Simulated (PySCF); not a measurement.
The dipole of `B[SiH2]n1cccc1` from its density and from atomic charges.

Coordinates (PBE0-D3(BJ)/def2-SVP, Å) and charges (e) from the PBE0/pcSseg-1 density (PySCF):

```tsv
atom	x	y	z	Mulliken	IAO	Hirshfeld	ESP-fitted
B1	-2.768	0.392	-0.651	-0.1609	-0.2000	+0.0956	+0.2956
Si2	-1.566	-1.161	-0.226	+0.5738	+0.7153	+0.3204	+0.2177
N3	0.148	-0.733	-0.010	-0.7023	-0.3334	-0.1090	+0.1344
C4	1.064	-0.557	-1.024	+0.1383	-0.1175	-0.0393	-0.3096
C5	2.218	-0.026	-0.496	-0.1739	-0.2153	-0.0971	-0.2115
C6	2.001	0.139	0.901	-0.1749	-0.2158	-0.0973	-0.2037
C7	0.723	-0.298	1.165	+0.1380	-0.1172	-0.0392	-0.3118
H8	-2.356	1.521	-0.769	+0.0617	+0.0405	-0.0465	-0.1094
H9	-3.953	0.199	-0.798	+0.0372	+0.0337	-0.0508	-0.1216
H10	-1.612	-2.164	-1.336	-0.0603	-0.0993	-0.0664	-0.0688
H11	-1.993	-1.816	1.050	-0.0623	-0.0989	-0.0661	-0.0688
H12	0.825	-0.840	-2.048	+0.1069	+0.1506	+0.0497	+0.2007
H13	3.126	0.206	-1.050	+0.0858	+0.1532	+0.0482	+0.1795
H14	2.709	0.524	1.633	+0.0858	+0.1532	+0.0482	+0.1765
H15	0.178	-0.347	2.106	+0.1071	+0.1509	+0.0496	+0.2008
```

**Question.** What dipole does each set of charges give (1 e·Å = 4.803 D), and what does the density give?

**Answer.** The full density gives (-1.63, -0.10, -0.25) D, 1.66 D in size; dipole vectors point from the negative to the positive end.

| scheme | μx | μy | μz | size (D) | share of the full size (%) | angle to the full dipole (°) |
| --- | --- | --- | --- | --- | --- | --- |
| Mulliken | -2.44 | -0.34 | -0.36 | 2.49 | 151 | 5 |
| IAO | -2.70 | -0.93 | -0.30 | 2.87 | 173 | 16 |
| Hirshfeld | -1.84 | -0.35 | -0.25 | 1.89 | 114 | 7 |
| ESP-fitted | -1.65 | -0.09 | -0.26 | 1.68 | 101 | 1 |

**Question.** Which set comes closest?

**Answer.** Length of the difference vector: ESP-fitted 0.03 D, Hirshfeld 0.32 D, Mulliken 0.85 D, IAO 1.35 D. Closest: ESP-fitted. 

**Question.** What is left for the Hirshfeld atoms' own dipoles?

**Answer.** The Hirshfeld atoms' densities add up to the full density, so μ = Σ q r + Σ (atomic dipoles). The atomic dipoles sum to (-1.63, -0.10, -0.25) − (-1.84, -0.35, -0.25) = (0.21, 0.25, 0.00) D, 0.32 D in size.

**Question.** With the origin at the mean of the coordinates, (-0.084, -0.331, -0.104) Å, which are the largest single terms, by size, of the Hirshfeld dipole along the direction of the full one?

**Answer.** Si2 +2.35, B1 +1.23, C6 +1.05, C5 +1.04, H9 -0.95 D; all 15 atoms together +1.87 D. The single terms depend on the origin, their sum doesn't.

**Question.** Give the size of the full dipole in other units.

**Answer.** 1.66 D = 0.651 au = 0.345 e·Å = 5.52 × 10⁻³⁰ C·m.

Geometry: PBE0-D3(BJ)/def2-SVP, one conformer, isolated molecule.

Shape of the structure used: `[BH2:1][SiH2:2][n:3]1[cH:4][cH:5][cH:6][cH:7]1`: B1–Si2–N3–C4 -82°.
